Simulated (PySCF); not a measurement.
**MF₂ across the second period**

Level: PBE0, basis family def2-TZVP, no relativity.

Each entry is the lowest minimum that a search over a few typed start shapes (and spin states, where more than one is plausible) found, or that minimum re-optimised at the stated level; isomers with ligand–ligand bonds, or fragments after loss of a ligand pair, can lie lower. Open shells are unrestricted; no spin–orbit coupling; PySCF with density fitting.

```csv
molecule,2S+1,point group,mean bond to the central atom (Å),gap (eV),lowest ω (cm⁻¹),atomisation (kJ/mol),polar-tensor charge of the central atom
BeF₂,1,D∞h,1.378,11.06,343,1247,1.30
BF₂,2,C2v,1.306,–,521,1248,0.95
CF₂,1,C2v,1.296,6.53,682,1080,0.86
OF₂,1,C2v,1.381,7.71,508,385,0.50
```

The bond length does not run in one direction; the largest change, 0.085 Å, falls between CF₂ and OF₂ among the members listed.

The shape changes along the series: D∞h for BeF₂; C2v for BF₂ and CF₂ and OF₂.

Left out of the table are members whose search was unfinished or whose lowest solution was spin-contaminated, unstable, very soft or bonded differently.
